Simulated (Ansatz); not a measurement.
Total energies of `[F][Al]([SiH3])[SH]`.

```xyz
8

F    -0.087    1.287    1.959
Al   -0.039    0.801    0.381
Si    0.067   -1.571   -0.170
S    -0.075    2.374   -1.123
H    -1.130   -2.282    0.357
H     0.119   -1.762   -1.644
H     1.278   -2.193    0.432
H    -0.133    3.344   -0.192
```

Charge 0, multiplicity 1. Geometry: relaxed with PBE0-D4/def2-TZVP. It is one conformer, not always the lowest. Basis def2-TZVPP, Ansatz.

RPA on PBE orbitals: Hartree–Fock energy of these orbitals -1030.29487 Eh, correlation -1.07377 Eh (frozen core).

| functional | energy without D4 (Eh) | D4 term (kJ/mol) |
| --- | --- | --- |
| LDA (SPW92) | -1028.30642 | – |
| BLYP | -1032.54333 | -34.0 |
| B97M-V | -1032.28793 | – |
| PBE0 | -1032.08372 | -13.9 |
| B3LYP | -1032.62359 | -26.2 |
| r2SCANh | -1032.42454 | -4.2 |
| r2SCAN0 | -1032.40934 | -4.7 |
| LC-ωPBE | -1032.21483 | – |
| B2PLYP | -1032.13941 | – |
| PBE-QIDH | -1031.81417 | – |

(1) Give the same for PBE, revPBE, r2SCAN, HSE06 (plane-wave form), BHLYP, CAM-B3LYP, ωB97X-V, ωB97M-V. (An estimate is asked.)

B3LYP takes the VWN-RPA correlation (the form of Gaussian; ORCA's B3LYP/G). HSE06 is the plane-wave form, built on full-range PBE exchange. The double hybrids freeze the cores in their second-order part.

Answers

(1) Computed: 
```tsv
functional	energy without D4 (Eh)	D4 term (kJ/mol)
PBE	-1031.99699	-16.1
revPBE	-1032.33454	-40.3
r2SCAN	-1032.43539	-3.8
HSE06 (plane-wave form)	-1032.05926	-13.2
BHLYP	-1032.52242	-23.3
CAM-B3LYP	-1032.55603	-14.5
ωB97X-V	-1032.37681	–
ωB97M-V	-1032.46337	–
```

LC-ωPBE has ω = 0.4 bohr⁻¹.
